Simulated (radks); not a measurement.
The numbers below are computed, except where a source is named.
Initial-state core-level shifts of neutral chlorine when its valence configuration changes from [Ne] 3s2 3p5. Code: a radial shooting solver on a logarithmic mesh with Libxc functionals. Model: non-relativistic Kohn-Sham, TPSS, spin-polarised, spherical densities, point nucleus; open shells are filled with parallel spins first; meta-GGA in the generalised Kohn-Sham scheme. Shifts are changes of the shell-averaged eigenvalues in eV (positive: less bound); the change of the density at the nucleus, which sets a Mossbauer isomer shift, is in e/bohr^3, on a base of 3223.

[
 {"valence": "3s1 3p6", "1s": "-1.454", "2s": "-1.409", "2p": "-1.404", "density at nucleus": "-11.1621"},
 {"valence": "3s1.5 3p5.5", "1s": "-0.727", "2s": "-0.705", "2p": "-0.702", "density at nucleus": "-5.5805"}
]
